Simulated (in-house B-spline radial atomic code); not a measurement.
Ionisation energies along the 7-electron series, configuration 1s2 2s2 2p1/2(2) 2p3/2(1), as differences of self-consistent energies. Dirac energy differences include first-order Breit, QED and recoil terms. NIST's values go from ground level to ground level; the uncertainty of those that are theory runs from under 0.1 % in few-electron ions to several per cent in heavy many-electron ones. Computed with a radial B-spline atomic code at the basis-set limit: Dirac-Hartree-Fock, jj configuration that fills j = l - 1/2 first, finite nuclei.

A number in brackets counts the electrons of a j subshell.

| ion | configuration after | ionisation energy (eV) | IE/(q+1)² (eV) | -ε less Coulomb ΔSCF (eV) | Breit and QED recoil part (eV) | tabulated value (eV) | tabulated kind | computed minus tabulated (eV) |
| --- | --- | --- | --- | --- | --- | --- | --- | --- |
| Eu56+ | [He] 2s2 2p1/2(2) | 11738.6 | 3.613 | 1.6038 | -9.848 | 11739 | tabulated theory | 0 |
| Gd57+ | [He] 2s2 2p1/2(2) | 12147.3 | 3.611 | 1.6037 | -10.369 | 12147 | tabulated theory | 0 |
| Tb58+ | [He] 2s2 2p1/2(2) | 12563.3 | 3.6091 | 1.6035 | -10.909 | 12563 | tabulated theory | 0 |
| Dy59+ | [He] 2s2 2p1/2(2) | 12986.6 | 3.6074 | 1.6033 | -11.466 | 12986 | tabulated theory | 1 |
| Ho60+ | [He] 2s2 2p1/2(2) | 13417.0 | 3.6058 | 1.603 | -12.043 | 13417 | tabulated theory | 0 |
| Er61+ | [He] 2s2 2p1/2(2) | 13854.7 | 3.6042 | 1.6027 | -12.639 | 13855 | tabulated theory | 0 |
| Tm62+ | [He] 2s2 2p1/2(2) | 14299.7 | 3.6029 | 1.6023 | -13.254 | 14300 | tabulated theory | 0 |
| Yb63+ | [He] 2s2 2p1/2(2) | 14752.0 | 3.6016 | 1.6018 | -13.889 | 14752 | tabulated theory | 0 |
| Lu64+ | [He] 2s2 2p1/2(2) | ? | ? | ? | ? | ? | tabulated theory | ? |
| Hf65+ | [He] 2s2 2p1/2(2) | 15678.6 | 3.5993 | 1.6007 | -15.219 | 15680 | tabulated theory | -1 |
| Ta66+ | [He] 2s2 2p1/2(2) | 16152.8 | 3.5983 | 1.6 | -15.915 | 16150 | tabulated theory | 3 |
| W67+ | [He] 2s2 2p1/2(2) | 16634.5 | 3.5974 | 1.5992 | -16.632 | 16588 | semi-empirical | 46 |
| Re68+ | [He] 2s2 2p1/2(2) | ? | ? | ? | ? | ? | tabulated theory | ? |
| Os69+ | [He] 2s2 2p1/2(2) | 17619.9 | 3.5959 | 1.5974 | -18.129 | 17620 | tabulated theory | 0 |
| Ir70+ | [He] 2s2 2p1/2(2) | 18123.8 | 3.5953 | 1.5964 | -18.91 | 18120 | tabulated theory | 4 |
| Pt71+ | [He] 2s2 2p1/2(2) | 18635.0 | 3.5947 | 1.5953 | -19.714 | 18630 | tabulated theory | 5 |
| Au72+ | [He] 2s2 2p1/2(2) | ? | ? | ? | ? | ? | tabulated theory | ? |
| Hg73+ | [He] 2s2 2p1/2(2) | 19680.0 | 3.5939 | 1.5927 | -21.388 | 19680 | tabulated theory | 0 |
| Tl74+ | [He] 2s2 2p1/2(2) | 20213.7 | 3.5935 | 1.5912 | -22.259 | 20210 | tabulated theory | 4 |
| Pb75+ | [He] 2s2 2p1/2(2) | 20755.0 | 3.5933 | 1.5896 | -23.154 | 20750 | tabulated theory | 5 |
| Bi76+ | [He] 2s2 2p1/2(2) | 21303.7 | 3.5931 | 1.5879 | -24.072 | 21300 | tabulated theory | 4 |

Task: Fill in the row of Lu64+.

Result: ionisation energy (eV): 15211.6; IE/(q+1)² (eV): 3.6004; -ε less Coulomb ΔSCF (eV): 1.6013; Breit and QED recoil part (eV): -14.544; tabulated value (eV): 15211; computed minus tabulated (eV): 1.

Task: Fill in the row of Re68+.

Result: ionisation energy (eV): 17123.5; IE/(q+1)² (eV): 3.5966; -ε less Coulomb ΔSCF (eV): 1.5984; Breit and QED recoil part (eV): -17.37; tabulated value (eV): 17120; computed minus tabulated (eV): 3.

Task: Fill in the row of Au72+.

Result: ionisation energy (eV): 19153.8; IE/(q+1)² (eV): 3.5943; -ε less Coulomb ΔSCF (eV): 1.594; Breit and QED recoil part (eV): -20.54; tabulated value (eV): 19150; computed minus tabulated (eV): 4.
